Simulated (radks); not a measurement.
Task: Rb30+, 7 electrons, occupied as [He] 2s2 2p3. Calculated with a radial shooting solver on a logarithmic mesh with Libxc functionals: non-relativistic Kohn-Sham, r2SCAN, spin-polarised, spherical densities, point nucleus; open shells are filled with parallel spins first (spin-orbit coupling, left out, can overturn this in heavy ions); meta-GGA in the generalised Kohn-Sham scheme; relativity is left out, which matters for an element this heavy. Some entries of the table are withheld. Estimate them.

orbital,occ.,eigenvalue (hartree),<r> (bohr)
1s up,1,-616.0855,0.04120
1s down,1,-614.8776,0.04111
2s up,1,-134.7229,(1)
2s down,1,-132.8299,(2)
2p up,3,-130.1819,0.1474
2p down,0,-127.7069,0.1488

Result: 
(1) 2s up <r> (bohr): 0.1730
(2) 2s down <r> (bohr): 0.1742
